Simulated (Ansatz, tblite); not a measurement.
Spin states of Si₇ (the lowest singlet isomer of a short search), each relaxed with r2SCAN-D4/def2-SVP in Ansatz. Electronic energies in the gas phase.

The xTB rows come from tblite. LC-ωPBE has ω = 0.4 bohr⁻¹. The structure comes from a short search, and lower isomers may exist.

Singlet geometry (D5h within 0.1 Å):

```xyz
7

Si   -1.3966    1.5801   -0.2642
Si   -0.3607    0.2163   -2.0833
Si    1.0862   -1.1103    1.4507
Si   -0.9509   -0.8271    0.0790
Si   -0.5021    0.7605    1.9201
Si    0.9508    0.8271   -0.0787
Si    1.1733   -1.4466   -1.0235
```

Triplet geometry (C2v within 0.1 Å):

```xyz
7

Si   -2.029   -0.361   -0.625
Si   -0.939   -0.867    1.401
Si    1.881    0.750   -0.423
Si   -0.370    1.355    0.497
Si   -0.311    0.701   -1.921
Si    0.438   -1.291   -0.600
Si    1.329   -0.287    1.671
```

Quintet geometry:

```xyz
7

Si    1.282    0.207   -1.079
Si   -0.513   -1.532   -1.073
Si   -0.238    1.318    0.803
Si   -1.144    0.721   -1.374
Si    2.187    0.789    1.002
Si    0.447   -1.006    1.094
Si   -2.020   -0.496    0.627
```

⟨S²⟩: triplet 2.02 at PBE0-D4/def2-TZVP (pure 2.00), quintet 6.04 at PBE0-D4/def2-TZVP (pure 6.00).

Only these spin states were relaxed. The triplet has other bonds than the singlet, so the gap mixes isomer and spin. The quintet has other bonds than the singlet, so the gap mixes isomer and spin.

```csv
level,triplet − singlet (kJ/mol),quintet − singlet (kJ/mol),lowest of these
PBE-D4/def2-TZVP,136.8,256.0,singlet
revPBE-D4/def2-TZVP,127.8,249.5,singlet
PBE0-D4/def2-TZVP,140.0,257.1,singlet
LC-ωPBE/def2-TZVP,142.2,257.2,singlet
```

**Question.** Estimate the rows for GFN1-xTB, GFN2-xTB, r2SCAN-D4/def2-TZVP.

**Answer.** 
```json
{"level": "GFN1-xTB", "triplet − singlet (kJ/mol)": "76.2", "quintet − singlet (kJ/mol)": "177.1", "lowest of these": "singlet"}
{"level": "GFN2-xTB", "triplet − singlet (kJ/mol)": "4.4", "quintet − singlet (kJ/mol)": "128.9", "lowest of these": "singlet"}
{"level": "r2SCAN-D4/def2-TZVP", "triplet − singlet (kJ/mol)": "140.2", "quintet − singlet (kJ/mol)": "248.2", "lowest of these": "singlet"}
```

The xTB methods have no spin-polarisation term.
